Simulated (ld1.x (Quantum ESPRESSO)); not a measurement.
# Which setting gave this result? (Mn (Z = 25), PAW)

Base potential:

* Element: manganese
* Generator: ld1.x (Quantum ESPRESSO) 7.5
* Type: PAW
* Functional: PBEsol
* Relativity: scalar-relativistic
* Frozen core: [Ar]
* Valence charge: 7
* Reference configuration: 3d5 4s2 4p0
* Partial waves: 4s (bound): rcut 2.65, rcutus 3.10 bohr; 4s channel at 2.45 Ry: rcut 2.65, rcutus 3.10 bohr; 4p (bound, empty): rcut 2.70, rcutus 3.40 bohr; 4p channel at 2.35 Ry: rcut 2.70, rcutus 3.40 bohr; 3d (bound): rcut 1.25, rcutus 1.35 bohr; 3d channel at 0.1 Ry: rcut 1.25, rcutus 1.35 bohr
* Local potential: all-electron potential smoothed inside 1.65 bohr (lloc = -2)
* Core correction: Bessel-smoothed model core inside 0.95 bohr
* Augmentation charge: BESSEL, radius 1.10 bohr

Cutoffs, loose and tight: the cutoffs (Ry, on a coarse ladder) from which the occupation-weighted sum of valence levels, in a spherical-Bessel basis at the reference potential, stays within 10 and 1 mRy of its value at 400 Ry. They do not see the model core or the augmentation charge, which bear on the density cutoff. Test errors are all-electron minus pseudo excitation energies from the reference, over the configurations 3d5 4s1 4p0; 3d5 4s0 4p0; 3d4 4s0 4p0; 3d6 4s0 4p0; 3d5 4s0 4p1; 3d5 4s0 4p2; 3d3 4s0 4p0; variants that change the core or the reference have their own tests.

Only the scale of all radii but the core radius (base = 1) is moved:

```tsv
scale of all radii but the core radius (base = 1)	cutoff, loose	cutoff, tight	bound ghosts	largest test error (meV)
0.75	100 Ry	160 Ry	none	-1903
0.82	90 Ry	140 Ry	none	-1931
0.92	70 Ry	120 Ry	none	-1979
0.97	60 Ry	110 Ry	none	-2003
1.09	50 Ry	80 Ry	none	-2052
1.21	40 Ry	70 Ry	none	-2096
1.29	35 Ry	55 Ry	none	-2109
1.4	30 Ry	45 Ry	none	-2121
```

One more run gave cutoff, loose: 45 Ry; cutoff, tight: 70 Ry; bound ghosts: none; largest test error (meV): -2072. Which value of the scale of all radii but the core radius (base = 1) was used?

1.14. The loose cutoff moves one way along this sweep, from 100 Ry at 0.75 to 30 Ry at 1.4, which places the run between 1.09 and 1.21.
